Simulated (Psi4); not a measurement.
Cl4Ga (SMILES [Cl][Ga-]([Cl])([Cl])[Cl]), charge -1, singlet, geometry from GFN2-xTB (such geometries of metal compounds can be far from the true shape) (a gas-phase anion, which may not be bound at this level).

Here is a job for Psi4.
```
memory 2 GB

molecule mol {
-1 1
Ga    0.000000    0.000000   -0.000000
Cl    1.712787   -0.599084   -1.193301
Cl    0.655374    0.491900    2.011226
Cl   -0.937679    1.739129   -0.901498
Cl   -1.430483   -1.631945    0.083574
}

set {
  basis sto-3g
  reference rks
}

energy('wb97x')
print_variables()
```

Q: What does this run give for the nuclear repulsion energy, total energy, number of basis functions?

A: 
The nuclear repulsion energy is 772.3782 Eh and the total energy is -3723.3363 Eh. The number of basis functions is 54.

A gas-phase anion may not be bound at this level; its values then depend on the basis.
